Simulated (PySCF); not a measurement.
**Two-component Hartree-Fock for Ne²⁺ (neon, charge +2)**

Start: [He] 2s2 2p4; 2p1/2 filled at m_j = -1/2, +1/2; 2p3/2 filled at m_j = +1/2, +3/2. Calculated with PySCF 2.14 in x2c-SVPall-2c: generalised Hartree-Fock with the X2C-1e Hamiltonian and a Gaussian nucleus; one run each with spin-orbit coupling (SO) switched off, then screened by Boettger's factors.

| spinor shell | electrons | ε, spin-free (eV) | ε, screened SO (eV) | weight of nominal j (screened SO) | rms radius, screened SO (bohr) |
| --- | --- | --- | --- | --- | --- |
| 1s1/2 | 2 | -943.40 | -943.39 | 1.000 | 0.182 |
| 2s1/2 | 2 | -92.005 | -92.000 | 1.000 | 0.918 |
| 2p3/2 | 2 | -68.644 | -70.498 | 0.831 | 0.906 |
| 2p1/2 | 2 | -68.644 | -66.799 | 0.672 | 0.926 |

```csv
quantity,spin-free,screened SO
E (hartree),-126.32945,-126.33089
M_J,2,2
⟨J²⟩,6.004,6.004
⟨L²⟩,2.001,2.002
⟨S²⟩,2.003,2.002
```

Each row is a mean over spinors that exchange with the open shell spreads, by up to 12.704 eV (2s1/2).

Rows whose weight is well below 1 are mixtures of j = l ± 1/2: exchange outweighs spin-orbit coupling there, and the label is only the starting occupation.

Without spin-orbit coupling the j labels of p, d and f shells carry no meaning; the spin-free column gives the mean over the occupied spinors of each nl shell.
